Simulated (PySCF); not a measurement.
A PySCF script (with the pyscf-properties extension) for the NMR shieldings of `C=CCB(F)OCF`, C4H7BF2O, on a GFN2-xTB geometry:

```python
import basis_set_exchange as bse
import numpy as np
from pyscf import gto, dft
from pyscf.prop import nmr

atoms = """
C     1.849527    0.770962   -0.727917
C     1.481973   -0.460783   -0.425857
C     0.604940   -0.827522    0.738966
B    -0.834478   -1.232409    0.178181
F    -1.094097   -2.504058   -0.111035
O    -1.861906   -0.413183   -0.125246
C    -1.899073    0.950699    0.021163
F    -1.541358    1.331948    1.285585
H     1.556472    1.615213   -0.124913
H     2.472916    0.984925   -1.579196
H     1.792172   -1.290998   -1.046067
H     0.550986    0.012703    1.430503
H     1.050727   -1.675127    1.260806
H    -1.201707    1.454350   -0.665512
H    -2.931506    1.291268   -0.131375
"""
names = dict.fromkeys(["C", "B", "F", "O", "H"], "pcSseg-1")
basis = {el: gto.basis.parse(bse.get_basis(n, elements=[el], fmt="nwchem")) for el, n in names.items()}
mol = gto.M(atom=atoms, basis=basis, charge=0, verbose=0)
mf = dft.RKS(mol, xc="PBE0")
mf.grids.level = 2
mf.grids.alignment = dft.numint.BLKSIZE   # the property module wants whole blocks of grid points
mf.conv_tol = 1e-9
mf.kernel()

calc = nmr.RKS(mf)   # GIAO
C = mf.mo_coeff
Co = C[:, mf.mo_occ > 0]
resp = mf.gen_response(singlet=True, hermi=2)
def vind(x):   # induced exchange potential for any number of trial vectors
    d = np.einsum("pi,xij,qj->xpq", C, 2 * x.reshape(-1, C.shape[1], Co.shape[1]), Co, optimize=True)
    return np.einsum("xpq,pi,qj->xij", resp(d - d.transpose(0, 2, 1)), C, Co, optimize=True).ravel()
mo1, _ = nmr.rhf.solve_mo1(calc, with_cphf=vind)
sigma = calc.kernel(mo1)
for i, s in enumerate(sigma):   # ppm
    w = np.linalg.eigvalsh((s + s.T) / 2)
    print("%2d %-2s iso %8.1f  s11 %8.1f  s22 %8.1f  s33 %8.1f" % (i, mol.atom_pure_symbol(i), w.mean(), *w))
```

Problem. What are the results?

Solution. 
```
 0 C  iso     64.1  s11    -48.0  s22     84.2  s33    156.2
 1 C  iso     46.3  s11    -72.4  s22     49.5  s33    161.8
 2 C  iso    160.1  s11    142.9  s22    162.3  s33    175.0
 3 B  iso     73.7  s11     52.8  s22     81.7  s33     86.7
 4 F  iso    244.8  s11     86.2  s22    276.0  s33    372.3
 5 O  iso    157.8  s11     23.9  s22    155.5  s33    293.9
 6 C  iso     85.4  s11     63.2  s22     79.9  s33    113.1
 7 F  iso    339.2  s11    224.5  s22    345.4  s33    447.6
 8 H  iso     26.2  s11     22.8  s22     25.7  s33     30.0
 9 H  iso     26.4  s11     23.5  s22     25.4  s33     30.2
10 H  iso     25.6  s11     23.3  s22     25.2  s33     28.2
11 H  iso     29.3  s11     26.8  s22     28.8  s33     32.4
12 H  iso     29.7  s11     26.6  s22     27.4  s33     35.0
13 H  iso     25.6  s11     23.5  s22     24.8  s33     28.4
14 H  iso     25.8  s11     21.2  s22     25.6  s33     30.6
```

These numbers come from an equivalent density-fitted implementation of the same equations, which agrees with the script to about 0.01 ppm for H and up to a few tenths of a ppm for heavy atoms, so last digits may differ.

Size and cost of the density-fitted run: 171 basis functions, 25 s wall time on 1 thread of an Intel Xeon 6975P-C, shared host; peak memory 0.76 GiB.
